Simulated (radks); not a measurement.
These are the eigenvalues of the occupied orbitals of an atom or ion with whole-number occupations (hartree). Calculated with a radial shooting solver on a logarithmic mesh with Libxc functionals: scalar-relativistic Kohn-Sham, r2SCAN, spin-polarised, spherical densities, finite nucleus; meta-GGA in the generalised Kohn-Sham scheme; Fermi nuclear charge, rms radius of each element as measured or else 0.836 A^(1/3) + 0.57 fm.

| orbital | eigenvalue |
|---|---|
| 1s down | -2198.229 |
| 1s up | -2198.228 |
| 2s up | -385.7419 |
| 2s down | -385.7411 |
| 2p up | -342.4335 |
| 2p down | -342.4325 |
| 3s up | -100.2336 |
| 3s down | -100.0569 |
| 3p up | -87.05255 |
| 3p down | -86.87578 |
| 3d up | -70.75379 |
| 3d down | -70.61798 |
| 4s up | -32.84272 |
| 4s down | -32.52181 |
| 4p up | -28.35148 |
| 4p down | -28.03870 |
| 4d up | -22.36344 |
| 4d down | -22.04891 |
| 4f up | -15.70207 |

Which element is it, and in what charge state? The configuration may be excited. Open shells, if any, are filled with parallel spins first.

Answer. Z = 69, thulium, charge +18: Tm18+ in [Kr] 4d10 4f5. The list shows which subshells hold electrons but not how many an open one holds; the 1s level, -2198.2 hartree, gives Z - s = 66.3 by -(Z - s)^2/2, which with screening and relativity narrows Z to a few neighbours, and the depths of the outer levels then fix element, charge and occupations together.
